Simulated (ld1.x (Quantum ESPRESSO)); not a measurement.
## u(r) = r·R(r): atom against pseudo-atom (zinc)

Columns: radius, all-electron u(r) and pseudo u(r) of the 3p shell (level -87.01 eV) of zinc in the configuration [Ne] 3s2 3p6 3d10 4s1.5 4p0; PW91, non-relativistic, ultrasoft scheme, ld1.x (Quantum ESPRESSO) 7.5.

```csv
r (bohr),all-electron,pseudo
0.078,0.5552,-0.0140
0.155,0.6018,-0.0540
0.232,0.1421,-0.1167
0.310,-0.4159,-0.1979
0.388,-0.8565,-0.2900
0.465,-1.1267,-0.3840
0.542,-1.2515,-0.4736
0.620,-1.2693,-0.5528
0.698,-1.2166,-0.6146
0.775,-1.1253,-0.6548
0.852,-1.0155,-0.6723
0.930,-0.8989,-0.6671
1.008,-0.7852,-0.6411
1.085,-0.6804,-0.5987
1.162,-0.5852,-0.5444
1.240,-0.4993,-0.4824
1.318,-0.4240,-0.4188
1.395,-0.3595,-0.3585
1.472,-0.3038,-0.3037
1.550,-0.2555,-0.2555
1.628,-0.2145,-0.2145
1.705,-0.1801,-0.1801
1.782,-0.1510,-0.1510
1.860,-0.1262,-0.1262
1.938,-0.1052,-0.1052
2.015,-0.0880,-0.0880
```

**Question.** How many radial nodes do the two functions have?

**Answer.** The all-electron 3p function has n − l − 1 = 1; the pseudo-wave has 0, since the states of the same l below it are removed with the core.

**Question.** At about which radius was the pseudo-wave matched?

**Answer.** 1.55 bohr. The columns agree to 0.0005 from 1.47 bohr on; several derivatives are matched, so the curves merge somewhat inside the radius.

**Question.** Where does each function peak?

**Answer.** Outermost all-electron maximum near 0.62 bohr, pseudo maximum near 0.85 bohr (to the table’s step).

**Question.** Is the pseudo-wave norm-conserving?

**Answer.** No, it belongs to an ultrasoft set: the norm inside the radius is not constrained, and the difference is carried by the augmentation charge.
